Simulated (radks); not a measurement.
The numbers below are computed, except where a source is named.
Task: The mean radii <r> (bohr) of the occupied orbitals of an atom or ion are listed with their occupations. Level of theory: scalar-relativistic Kohn-Sham, PBE, spin-polarised, spherical densities, finite nucleus; Fermi nuclear charge, rms radius of each element as measured or else 0.836 A^(1/3) + 0.57 fm (a radial shooting solver on a logarithmic mesh with Libxc functionals).

orbital  occ.      <r>
1s up       1  0.03040
1s down     1  0.03040
2s up       1   0.1317
2s down     1   0.1317
2p up       3   0.1149
2p down     3   0.1149
3s up       1   0.3583
3s down     1   0.3583
3p up       3   0.3571
3p down     3   0.3571
3d up       5   0.3347
3d down     5   0.3347
4s up       1   0.8795
4s down     1   0.8792
4p up       3   0.9609
4p down     3   0.9597
4d up       5    1.279
4d down     5    1.265
5s up       1    2.641

Name the element and its charge. Open shells, if any, are filled with parallel spins first.

Result: Z = 48, cadmium, charge +1: Cd+ in [Kr] 4d10 5s1. The 1s radius gives Z: for a bare nucleus <r> = (2 gamma + 1)/(2Z) with gamma = sqrt(1 - (Z/c)^2), 0.02993 bohr for Z = 48, and screening makes it slightly larger (0.03040 here). The occupations add up to 47, and the charge is Z minus that.
